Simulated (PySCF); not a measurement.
# Worked example: oscillator strength and radiative lifetime

C2H5NO2Si, SMILES C1=N[SiH2]OCO1.

The structure is a stationary point at B3LYP-D3(BJ)/def2-SVP. This is a generated structure with no PubChem entry under its InChIKey; it may be hypothetical. The values are those of a single conformer.

TDDFT-ωB97X/def2-SVPD run with PySCF puts the first singlet state with f over 0.02 at 7.20 eV (vertical), with the transition dipole (0.573, 0.805, 0.017) in atomic units.

Find the oscillator strength, the wavelength and the radiative lifetime that this transition would have in vacuum if emission retraced absorption.


|μ|² = 0.9766 au, so |μ| = 2.51 D. ΔE = 7.20/27.211 = 0.2646 hartree. f = (2/3) ΔE |μ|² = 0.172 (the program prints 0.172).
λ = 1239.84/7.20 = 172 nm; ν = 58072 cm⁻¹.
Einstein's coefficient A = 0.6670 ν² f s⁻¹ (ν in cm⁻¹) = 3.9e8 s⁻¹, so τ = 1/A = 2.6 ns. This state is S2; the lower singlet has f = 0.004. The figure is the radiative limit of this one transition; relaxation, internal conversion, crossing to triplets and a medium change what is measured.
